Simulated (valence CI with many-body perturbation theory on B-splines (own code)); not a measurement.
Values are calculated unless marked as measured or tabulated.
## Basis-set convergence for Mo27+

Method: relativistic CI+MBPT: five valence electrons over a frozen Dirac-Fock core [Ne], radial functions for each j: 9 s, 9 p, 8 d, 6 f, 3 g, 1 h, with the one-electron correlation potential Σ1 (screened to all orders), the two-electron term Σ2, the three-electron term Σ3, Breit, model QED; selected single and double excitations, second order for the rest, scaled by the run's own slope (own B-spline code, finite nucleus).

The last digits are not significant, and no measured levels were compared; by estimate large intervals hold to a few tenths of a per cent, small ones and those within an open d or f shell to about a per cent. Among the levels kept, up to 1700 cm⁻¹ of a level comes from second order outside the variational space, and about a tenth of that is noise between levels of different J, which matters for small intervals.

The reference run has the lowest level (3s^2 3p1/2^2 3p3/2) J=3/2 and an ionisation energy of 1450.08 eV. Its largest variational space holds 19993 state functions.

Levels are named by their leading jj configuration (3d3/2^4 stands for four electrons in 3d with j = 3/2), which in mixed levels can hold well under half, so a name can repeat and another be missing. Letters in brackets count levels of one name in rising energy.

Changed runs:
A. basis 6 s, 6 p, 5 d, 3 f, 1 g
B. basis 5 s, 5 p, 4 d, 2 f

Excitation energies of the reference run in cm⁻¹, and shifts in cm⁻¹:

| Level | Reference | A | B |
| --- | --- | --- | --- |
| (3s^2 3p1/2 3p3/2^2) J=3/2 | 156882 | -13 | -8.3 |
| (3s^2 3p1/2 3p3/2^2) J=5/2 | 200797 | +89 | +351 |
| (3s^2 3p1/2 3p3/2^2) J=1/2 | 258193 | +138 | +491 |
| (3s^2 3p3/2^3) J=3/2 | 413538 | +79 | +312 |
| (3s 3p1/2^2 3p3/2^2) J=5/2 | 721627 | -96 | -303 |
| (3s 3p1/2^2 3p3/2^2) J=3/2 | 804431 | -5.9 | -113 |
| (3s 3p1/2^2 3p3/2^2) J=1/2 | 830033 | -37 | -90 |
| (3s^2 3p1/2^2 3d3/2) J=3/2 | 886005 | +131 | +258 |
| (3s 3p1/2 3p3/2^3) J=3/2 | 943324 | +136 | +338 |
| (3s^2 3p1/2^2 3d5/2) J=5/2 | 950075 | +251 | +571 |
| (3s 3p1/2 3p3/2^3) J=5/2 | 973340 | +115 | +261 |
| (3s^2 3p1/2 3p3/2 3d3/2) J=3/2 [a] | 1002700 | +134 | +172 |
| Ionisation energy (eV) | 1450.08 | -0.037 | -0.12 |
